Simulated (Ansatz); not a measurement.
CH3FOTe, SMILES `OC(F)[TeH]`, relaxed with RKS PBE0-D4/def2-TZVP in the Gaussian-basis code of Ansatz from a PBE-D4/def2-SVP geometry. The force threshold is 0.005 eV/Å; the program also tests the step.

The species carries charge 0 and has multiplicity 1. Te: def2 effective core potential.

Start:

```xyz
7

O    -0.128   -0.409   -1.506
C     0.338    0.184   -0.370
F     1.290   -0.571    0.270
Te   -1.354    0.532    1.085
H    -0.577   -1.241   -1.249
H     0.776    1.165   -0.644
H    -0.344    0.340    2.414
```

(1) By how much does the energy fall, and how many steps does the optimiser take? (Estimate.)

(2) Which bonds change most? (An estimate is asked.)

(3) Give the relaxed structure. (An estimate is asked.)

Results:

(1) Ansatz gave: 1.01 kcal/mol, in 9 steps.

(2) Ansatz gave: C2–Te4 from 2.258 to 2.195 Å; Te4–H7 from 1.680 to 1.656 Å; C2–H6 from 1.108 to 1.089 Å; O1–H5 from 0.981 to 0.965 Å.

(3) The calculation gave: 
```xyz
7

O    -0.120   -0.407   -1.489
C     0.321    0.185   -0.349
F     1.280   -0.569    0.271
Te   -1.328    0.497    1.066
H    -0.586   -1.222   -1.263
H     0.763    1.144   -0.617
H    -0.330    0.371    2.381
```
